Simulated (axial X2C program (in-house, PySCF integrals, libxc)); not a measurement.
## Nuclear properties of RbTe⁻

Calculated with an in-house all-electron X2C program for linear molecules (integrals from PySCF): two-component X2C with atomic mean-field Coulomb and Gaunt terms, Gaussian nuclei, basis Te dyall-acv3z, Rb dyall-acv3z with contracted cores.

R = 3.169 Å (near the PBE0 minimum at charge -1 of the determinant lowest at the starting distance; the state shown can have its own minimum elsewhere).

Input and command:
```json
{"zs": [52, 37], "q": -1, "bas": ["dyall-acv3z", "dyall-acv3z"], "r0": 3.3, "levels": ["PBE0", "HF", "BP86", "B3LYP", "TPSSh"], "nst": 3}
```
```bash
python soeom.py task.json out
```

Keys: zs atomic numbers; q charge; bas basis sets; r0 starting distance in Å; levels methods; nst determinants followed.

Determinant lowest in the PBE0 search, Ω = 0 (closed shell), highest spinor 87% Te p, 8% Rb d, 5% Rb p:

```json
{"level": "PBE0", "qzz Te (a.u.)": "2.61", "qzz Rb (a.u.)": "-0.14"}
{"level": "B3LYP", "qzz Te (a.u.)": "2.99", "qzz Rb (a.u.)": "-0.17"}
{"level": "TPSSh", "qzz Te (a.u.)": "2.54", "qzz Rb (a.u.)": "-0.16"}
```

Determinant 0.27 eV from it at PBE0 and this distance, Ω = 2 (⟨Sz⟩ = 1.00, ⟨Lz⟩ = 1.00 at PBE0), spin on the atoms Te 0.53, Rb 0.47:

```csv
level,Eeff magnitude (GV/cm),Ws magnitude Te (kHz),Ws magnitude Rb (kHz),A∥/gI Te (MHz),qzz Te (a.u.),A∥/gI Rb (MHz),qzz Rb (a.u.)
PBE0,1.31,0.179,0.15,351,-5.05,114,-0.97
HF,0.828,0.0655,0.124,283,-5.59,74.9,-1.06
BP86,1.53,0.218,0.169,386,-4.92,140,-0.94
B3LYP,1.59,0.218,0.182,381,-5.10,143,-1.00
TPSSh,1.22,0.159,0.143,359,-4.91,92,-0.91
```

Eeff is the effective electric field on the electron electric dipole moment in this Ω state and Ws the scalar–pseudoscalar constant of the nucleus named (defined with the proton number Z and per Ω); A∥ (defined per Ω) follows by multiplying with gI = μI/(I μN); qzz is the electric field gradient, eQq0 = 234.96 MHz × Q/barn × qzz. The operators were transformed with the bare-nucleus X2C matrices; with these basis sets, hyperfine constants and field gradients can be off by tens of per cent, and where levels differ in sign neither size nor sign is settled.

Q: With Q(85Rb) = 0.276 barn (Q from Pyykkö, Mol. Phys. 2018), turn the PBE0 values of the first state into constants in MHz.

A: eQq0(85Rb) = 234.96 × (0.276) × (-0.14) = -9.08 MHz.

Each state is one determinant with collinear spin, which with several unpaired electrons need not be a pure state. Unrestricted Hartree–Fock can overshoot spin polarisation at the nuclei. For an anion, determinants above electron detachment, or with a positive highest level, are held by the basis set. With several open shells hyperfine constants can be off by a factor of several. Open-shell Ω = 0 determinants with evenly filled partner blocks cannot be reached by this program, so the Ω shown need not be the lowest component. Left out as unconverged or as another state under the same occupation: BP86, HF in at least one table. States lie within half an eV, so the first need not be the ground state. Further determinants of the search, some of them spin-mixed, are not shown. PBE0 term energies can be off by some tenths of an eV.
